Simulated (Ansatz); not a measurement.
Species: C₂HO, charge 0, multiplicity 2. It need not be the lowest isomer of its formula. 
Geometry from a B3LYP-D3(BJ)/def2-TZVP (Ansatz, a quantum-chemistry and plane-wave program) optimisation:
SMILES: [O]C#C
```xyz
4

C      1.2163    -0.0661    -0.3300
C     -0.0160    -0.0137     0.0400
O     -1.1687     0.1087     0.2066
H      2.1478    -0.3907     0.0874
```
Charge 0, spin multiplicity 2.

Basis-set convergence of Hartree-Fock and CCSD(T) correlation energies (hartree) with Ansatz. Correlated levels leave the core frozen unless marked. Open shells are spin-unrestricted. No spin-orbit coupling. Non-relativistic.

```tsv
basis	functions	E(HF)	E(corr, CCSD(T))
cc-pVDZ	47	-151.09750	-0.44005
cc-pVTZ	104	-151.14021	-0.54036
cc-pVQZ	195	-151.15105	-0.57335
```

Extrapolating the two largest sets (X = 3 and 4) as X^-3: E(corr) = (64·(-0.57335) - 27·(-0.54036))/37 = -0.5974 Eh, an estimate of the basis-set limit. The largest set recovers 96.0 % of it, the smallest 73.7 %.
